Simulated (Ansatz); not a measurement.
Input for Ansatz (a first-principles code): SC-NEVPT2 on CASSCF(2,2)/def2-TZVPP on stibine (SMILES [SbH3]), a point of a bond scan (R = 4.627 Å). Elements past Kr take the def2 small-core potentials; no spin–orbit coupling.

Ansatz 0.2 input:
```yaml
crystal:
  periodic: [false, false, false]
  atoms:
    - {symbol: Sb, position_ang: [0.00013491, -0.00052872, 0.05360827]}
    - {symbol: H, position_ang: [-2.44030575, -2.92432559, -2.57471826]}
    - {symbol: H, position_ang: [-0.49764804, 1.33580031, -0.89700800]}
    - {symbol: H, position_ang: [1.39449968, -0.22541911, -0.91716752]}
basis:
  gaussian:
    orbitals: def2-TZVPP
    pivot_positions_ang: [[0.00013491, -0.00052872, 0.05360827], [-2.44030575, -2.92432559, -2.57471826], [-0.49764804, 1.33580031, -0.89700800], [1.39449968, -0.22541911, -0.91716752]]
magnetization: {spin_polarized: false}
correlation: {method: sc_nevpt2, electrons: outside_noble_gas, active_space: {window: {electrons: 2, orbitals: 2}}}
output: {orbitals: {seedname: ./end}}
```

Output:

```
WARN ansatz: RAYON_NUM_THREADS=1 ignored (pool sized by the plan → 1); use --threads N
Functional definition: HF
integrals: 0.03 GiB planned
757 factors; integrals over basis functions are off by at most 2.2e-4 eV
mean field: 0.15 GiB planned
mean field evaluation 1: about -6549.1471 eV, gradient 1.6e1 eV
mean field evaluation 2: about -6549.1472 eV, gradient 1.6e1 eV
mean field evaluation 4: about -6551.3622 eV, gradient 4.0e0 eV
mean field evaluation 8: about -6551.4751 eV, gradient 1.5e-1 eV
mean field evaluation 16: about -6550.5530 eV, gradient 6.7e-2 eV
mean field -6551.47541560 eV, -240.7622807738 hartree, gradient 2.6e-6 eV, S^2 0.000000; 2 other end points of the search recorded, 0 dependent functions left out; unrestricted orbitals would lower it
reference -6551.47541560 eV, -240.7622807738 hartree; 13, 13 occupied and 79, 79 virtual orbitals, 757 factors
configuration interaction: 0.16 GiB planned
configuration interaction: 0.00 GiB planned
state -6555.22097386 eV, -240.8999275011 hartree
state -6555.22097386 eV, -240.8999275011 hartree; corrected -6558.40170748 eV, -241.0168173056 hartree
Total energy: -6558.40170748 eV, -241.0168173056 hartree
```

Self-consistency was reached.

Cost: roughly 4 core-seconds.
